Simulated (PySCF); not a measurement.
**Basis and Hamiltonian dependence of the ionisation energy of V**

V [Ar] 3d3 4s2 (4F) → V⁺ [Ar] 3d4 (5D). Calculated with PySCF 2.14 from differences of total energies of unrestricted determinants, without spin-orbit coupling. Values in eV.

```tsv
basis	Hamiltonian	functions	UHF	LDA	PBE0	MP2 (valence)	CCSD(T) (valence)	CCSD(T) (valence and next inner shell)
def2-SVP	non-relativistic	31	6.046	6.293	6.205	6.236	n/a	n/a
6-31G*	non-relativistic	34	n/a	n/a	n/a	n/a	n/a	n/a
cc-pVDZ-DK	spin-free X2C	43	6.159	n/a	n/a	6.483	n/a	n/a
aug-cc-pVDZ-DK	spin-free X2C	59	6.160	6.485	6.328	6.526	6.792	n/a
def2-TZVPPD	non-relativistic	67	5.911	6.197	6.077	6.266	6.543	6.523
cc-pVTZ	non-relativistic	68	5.911	6.195	n/a	6.267	n/a	n/a
cc-pVTZ-DK	spin-free X2C	68	6.167	6.482	n/a	6.537	n/a	n/a
x2c-TZVPPall with one added diffuse shell each of s, p, d, f type	spin-free X2C	80	6.168	6.485	6.356	6.557	6.827	6.815
x2c-QZVPPall	spin-free X2C	96	6.178	6.456	6.338	6.573	6.842	n/a
dyall-av2z	non-relativistic	101	5.912	6.201	6.078	6.282	6.553	n/a
cc-pVQZ	non-relativistic	104	5.918	6.182	6.071	6.295	n/a	n/a
x2c-QZVPPall with one added diffuse shell each of s, p, d, f, g type	spin-free X2C	121	6.178	6.456	6.338	6.588	n/a	n/a
aug-cc-pwCVTZ-DK	spin-free X2C	127	6.174	6.468	6.346	6.583	n/a	n/a
aug-cc-pwCVQZ	non-relativistic	185	5.920	6.181	6.070	6.326	n/a	n/a
```

Extrapolation of MP2 (valence) from cc-pVTZ and cc-pVQZ: the correlation parts are 0.356 and 0.377 eV; with the X⁻³ form and unrounded values, (4³ × 0.377 − 3³ × 0.356)/(4³ − 3³) = 0.392 eV, and adding the Hartree-Fock value 5.918 eV of the larger basis gives 6.310 eV.

Frozen in the all-electron rows: valence: [Ar]; valence and next inner shell: [Ne].

Non-relativistic rows lack the scalar-relativistic shift.

Reference for a calculation without spin-orbit coupling: 6.732 eV (measured, between term centres; NIST).
